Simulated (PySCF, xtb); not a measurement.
MgHCl, SMILES [Cl][MgH].

xtb 6.7.1 with GFN2-xTB at its own geometry gives an orbital gap of 3.66 eV and a dipole moment of 2.14 D.

Geometry: r2SCAN-D4/def2-TZVPD.

Question: What does PySCF with r2SCAN/def2-TZVPD give? (The exact figures need the calculation; the answer reports its results.)

Answer: gap 6.11 eV (levels -7.32 and -1.20 eV), dipole 1.52 D.
